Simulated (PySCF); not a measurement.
**Cost of excited-state runs on SMILES O=[C]1C(=O)[CH2][GeH2]1, C$_{3}$H$_{4}$GeO$_{2}$**

Molfile (atoms numbered from 1):
```
C3H4GeO2
     RDKit          3D

 10 10  0  0  0  0  0  0  0  0999 V2000
   -2.0577    0.5863    1.0481 O   0  0  0  0  0  0  0  0  0  0  0  0
   -1.1190    0.3970    0.3317 C   0  0  0  0  0  0  0  0  0  0  0  0
   -0.5421   -0.9075   -0.1708 C   0  0  0  0  0  0  0  0  0  0  0  0
    1.3042   -0.1547   -0.0240 Ge  0  0  0  0  0  4  0  0  0  0  0  0
   -0.0224    1.3944   -0.0483 C   0  0  0  0  0  0  0  0  0  0  0  0
   -0.0595    2.5097   -0.4527 O   0  0  0  0  0  0  0  0  0  0  0  0
   -0.8815   -1.7635    0.4067 H   0  0  0  0  0  0  0  0  0  0  0  0
   -0.8363   -1.0645   -1.2096 H   0  0  0  0  0  0  0  0  0  0  0  0
    1.9729   -0.5542    1.2619 H   0  0  0  0  0  0  0  0  0  0  0  0
    2.2502   -0.4382   -1.1657 H   0  0  0  0  0  0  0  0  0  0  0  0
  1  2  2  0
  2  3  1  0
  3  4  1  0
  4  5  1  0
  5  6  2  0
  5  2  1  0
  3  7  1  0
  3  8  1  0
  4  9  1  0
  4 10  1  0
M  END
```

PySCF with density fitting, on 1 thread of an Intel Xeon, shared host. Command: `OMP_NUM_THREADS=1 python excited_run.py task.json out`

How long does this run take, and how much memory?
- vibronic structure, HF/6-31G*; full response


| run | level | basis functions | wall time | peak memory (GiB) |
| --- | --- | --- | --- | --- |
| vibronic structure | HF/6-31G* | 110 | 28 s | 0.53 |

Times from a shared host are rough.
